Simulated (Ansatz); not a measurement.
Cartesian coordinates in Å:
```
C -0.659 -1.622 -0.889
B -0.098 -0.435 -0.052
C 0.031 1.136 -0.393
Si 0.747 1.092 1.317
O 0.419 -0.569 1.223
H -1.701 -1.431 -1.167
H -0.606 -2.576 -0.362
H -0.113 -1.711 -1.834
H -0.915 1.659 -0.541
H 0.698 1.378 -1.223
H 2.200 1.348 1.495
H -0.004 1.730 2.428
```

Charge 0, multiplicity 1.

Task: List the CAM-B3LYP/def2-TZVPP orbital energies in eV (Ansatz 0.2.0). (Estimate.)

Result: Ansatz gave: Occupied: -1801.48, -522.42, -278.01, -277.97, -186.22, -145.97, -101.34, -101.28, -101.27, -29.69, -21.40, -20.94, -16.46, -14.98, -13.86, -13.62, -12.79, -12.54, -11.89, -11.71, -10.56, -10.38, -9.21. Lowest empty: 1.10, 1.37, 1.43, 2.39, 2.56, 3.05, 3.50, 3.76.
